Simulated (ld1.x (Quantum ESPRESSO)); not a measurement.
**boron (B) PAW: all-electron and pseudo phase curves**

- Element: B
- Generator: ld1.x (Quantum ESPRESSO) 7.5
- Type: PAW
- Functional: LDA (PZ)
- Relativity: non-relativistic
- Frozen core: [He]
- Valence charge: 3
- Reference configuration: 2s2 2p1
- Partial waves: 2s (bound): rcut 1.45, rcutus 1.70 bohr; 2s channel at -0.35 Ry: rcut 1.45, rcutus 1.70 bohr; 2p (bound): rcut 1.80, rcutus 2.35 bohr; 2p channel at 0.65 Ry: rcut 1.80, rcutus 2.35 bohr
- Local potential: all-electron potential smoothed inside 2.00 bohr (lloc = -1)
- Core correction: Bessel-smoothed model core inside 1.70 bohr
- Augmentation charge: PSQ, radius 1.35 bohr

The phase is arctan(r·u′/u) with u = r·R(r), unwrapped; energies in Ry, scanned from -3 to 5 Ry. A pole is an energy at which the radial function vanishes at the test radius. The pseudo phase is shifted by a multiple of π to meet the all-electron one at the reference energy, and phase errors are pseudo minus all-electron; the curves can meet again beyond the range given. Levels narrower than the energy grid can be missing from the lists of poles.

| channel | radius (bohr) | reference energy (Ry) | poles, all-electron | poles, pseudo | unbroken range about the reference energy with phases within 0.05 rad | phase error 1 Ry above the reference energy (rad) |
| --- | --- | --- | --- | --- | --- | --- |
| s | 2.55 | -0.69 | -0.00 | -0.00 | the whole range | -0.000 |
| p | 2.55 | -0.27 | 0.40 | 0.40 | the whole range | +0.000 |

Phases in the s channel:

| E (Ry) | all-electron | pseudo |
| --- | --- | --- |
| -3.00 | 1.304 | 1.304 |
| -2.76 | 1.286 | 1.286 |
| -2.52 | 1.264 | 1.264 |
| -2.28 | 1.236 | 1.236 |
| -2.04 | 1.198 | 1.198 |
| -1.80 | 1.143 | 1.143 |
| -1.56 | 1.055 | 1.055 |
| -1.32 | 0.892 | 0.892 |
| -1.08 | 0.506 | 0.506 |
| -0.84 | -0.400 | -0.400 |
| -0.60 | -1.114 | -1.114 |
| -0.36 | -1.393 | -1.393 |
| -0.12 | -1.526 | -1.526 |
| 0.12 | -1.608 | -1.608 |
| 0.36 | -1.669 | -1.669 |
| 0.60 | -1.720 | -1.720 |
| 0.84 | -1.768 | -1.768 |
| 1.08 | -1.819 | -1.819 |
| 1.32 | -1.877 | -1.878 |
| 1.56 | -1.951 | -1.952 |
| 1.80 | -2.053 | -2.054 |
| 2.04 | -2.208 | -2.210 |
| 2.28 | -2.466 | -2.470 |
| 2.52 | -2.901 | -2.912 |
| 2.76 | -3.465 | -3.479 |
| 3.00 | -3.904 | -3.916 |
| 3.24 | -4.162 | -4.171 |
| 3.48 | -4.315 | -4.322 |
| 3.72 | -4.413 | -4.419 |
| 3.96 | -4.480 | -4.486 |
| 4.20 | -4.530 | -4.535 |
| 4.44 | -4.569 | -4.574 |
| 4.68 | -4.600 | -4.605 |
| 4.92 | -4.625 | -4.631 |
